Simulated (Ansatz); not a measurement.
`C[O][InH][Br]` + HCl → `C[O][InH][Cl]` + HBr at 500 K and 1 bar (ligand exchange at the In–Br bond).

Gas-phase electronic energies from Ansatz, PBE0-D4/def2-TZVP geometries. CCSD(T)/CBS adds triple-zeta CCSD(T) − MP2 to the extrapolated MP2 energy (def2 sets, frozen cores). This one scheme is used for every species. def2 core potentials past Kr. For Br, In outer-core shells are correlated without core-valence functions, which leaves a few kJ/mol of doubt a bond. Scalar relativity is left out up to krypton. One conformer a species, not always the lowest.

```tsv
species	CCSD(T)/CBS energy (Eh)	H − E (kJ/mol)	S (J/(mol·K))
`C[O][InH][Br]`	-2878.81206	168.1	422.1
HCl	-460.38127	32.5	201.9
`C[O][InH][Cl]`	-765.26650	168.4	411.1
HBr	-2573.91920	30.5	213.7
```

H − E and S are ideal-gas, rigid-rotor, harmonic terms from PBE0-D4/def2-TZVP, for one conformer and one mirror image of each species. 1 Eh = 2625.50 kJ/mol, R = 8.31446 J/(mol·K).

Problem. By hand: ΔE, ΔH, ΔS and ΔG.

Solution. ΔE = (-765.26650) + (-2573.91920) − (-2878.81206) − (-460.38127) = 0.00763 Eh = 20.0 kJ/mol. Δ(H − E) = 168.4 + 30.5 − 168.1 − 32.5 = -1.7, so ΔH = 18.3 kJ/mol. ΔS = 411.1 + 213.7 − 422.1 − 201.9 = 0.8 J/(mol·K). ΔG = 18.3 − 500 × (0.8)/1000 = 17.9 kJ/mol.

Problem. By hand: the equilibrium constant, and the temperature at which ΔG would vanish if ΔH and ΔS stayed fixed.

Solution. log₁₀ K = −ΔG/(RT ln 10) = -1.9. ΔG = 0 at ΔH/ΔS = 22875 K, far beyond where these terms or the molecules hold.

The number of gas molecules stays the same, so ΔS is small and ΔH decides. A doubt of 5 kJ/mol in ΔE shifts log₁₀ K by 0.5 here. Other conformers and mirror images would add mixing entropy, several J/(mol·K) or more a flexible species. These are equilibria of isolated gas molecules and say nothing of rates. Largest T1 diagnostic: 0.016 (customary marks: 0.02 for closed shells, 0.045 for open ones).
